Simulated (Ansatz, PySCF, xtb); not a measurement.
Pulling on the Ga1–H2 bond in BrGaH2 (SMILES [GaH2][Br]) (multiplicity 1 held, fragments rigid). Energies count from the point at 1.557 Å.
Geometry at that point (charge 0, multiplicity 1):
```xyz
4

Ga    -0.627    -0.976     0.156
H     -0.071    -1.959     1.229
H     -1.896    -1.102    -0.738
Br     0.612     0.952    -0.153
```

Unrestricted levels (U-) break spin symmetry where that is lower. Levels need not reach the same state.

Cores are frozen in the correlated methods. Filled d and f shells under p-block atoms count as core. Rows in LANL2DZ carry no dispersion term and start afresh at each structure. LANL2DZ brings its own core potentials from Na on.

Run with Ansatz (Gaussian orbitals); PySCF for LANL2DZ rows; xtb for the GFN methods.  The GFN methods have no spin term and hold the electronic entropy of 300 K.

Question: One of these levels gives 368.2 kJ/mol for the energy at R = 4.984 Å. Which?
A) GFN2-xTB
B) U-CCSD/cc-pVTZ
C) U-HF/LANL2DZ
D) R-B3LYP/LANL2DZ

Answer: A, GFN2-xTB. The others give 257.6 (U-HF/LANL2DZ), 502.7 (R-B3LYP/LANL2DZ), 339.6 (U-CCSD/cc-pVTZ)

Doubts at one or more of the structures used: a spin-contaminated determinant (U-HF/LANL2DZ, U-CCSD/cc-pVTZ).

Ansatz is a quantum-chemistry and plane-wave program.
